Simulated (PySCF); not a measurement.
**Working out the ionisation energy of Fe(2+)**

Fe(2+) [Ar] 3d6 (5D) → Fe(3+) [Ar] 3d5 (6S). Calculation: PySCF 2.14, in def2-TZVPPD (6s6p4d2f1g, 67 functions); no relativity, point nucleus. Frozen: [Ne]. Energies in hartree (1 hartree = 27.21139 eV):

```
            part  Fe(2+) (lower)  Fe(3+) (upper)
             UHF    -1261.639579    -1260.591248
CCSD correlation       -0.437961       -0.371983
             (T)       -0.007325       -0.005288
```

Question: What does Hartree-Fock give?

Answer: (-1260.591248) − (-1261.639579) = 1.048331 hartree = 28.527 eV.

Question: What do CCSD and CCSD(T) give?

Answer: The CCSD correlation energies differ by 0.065978 hartree = 1.795 eV and the triples by 0.002037 hartree = 0.055 eV, so CCSD gives 30.322 eV and CCSD(T) 30.377 eV.

A first-order spin-orbit estimate adds 0.054 eV to CCSD(T) (valence and next inner shell), giving 30.431 eV against 30.651 ± 0.012 eV (measured; NIST Atomic Spectra Database, ionization energies).

The calculation is non-relativistic.

What remains against the reference includes basis incompleteness, the frozen core and higher excitations.
